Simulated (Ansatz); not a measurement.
Worked example: GeH3Br + GeH2Br → GeH3 + GeH2Br2

Species: GeH3Br `[GeH3][Br]`, singlet; GeH2Br `[GeH2][Br]`, doublet; GeH3 `[GeH3]`, doublet; GeH2Br2 `[Br][GeH2][Br]`, singlet. A radical takes Br: the energy is the difference in strength between two Ge–Br bonds in different surroundings.

Shapes, held fixed at every level: PBE0-D4/def2-TZVP. Programs: Ansatz 0.2.0. The zero-point and thermal change to 298 K, harmonic and unscaled (PBE0-D4/def2-TZVP), is -1.3 kJ/mol.

At CCSD(T)/def2-TZVPP; 1 Eh = 2625.50 kJ/mol:

| species | energy (Eh) |
| --- | --- |
| GeH3Br | -4650.143558 |
| GeH2Br | -4649.503233 |
| GeH3 | -2077.343756 |
| GeH2Br2 | -7222.301184 |

Q: Work out ΔH(298 K) of the reaction at this level.

A: 
1. Products less reactants: (-2077.343756) + (-7222.301184) − [(-4650.143558) + (-4649.503233)] = 0.001851 Eh = +4.9 kJ/mol.
2. With the thermal change: +4.9 + (-1.3) = +3.6 kJ/mol.

Other levels give 0.0 (MP2/def2-SVP) to +9.7 kJ/mol (B3LYP-D4/def2-TZVPP). No measured value is set beside it here. Open shells run unrestricted unless RO is named. Relativity is left out for Br, Ge unless named. Correlated rows may include outer-core shells of Br, Ge, which these sets cover unevenly.
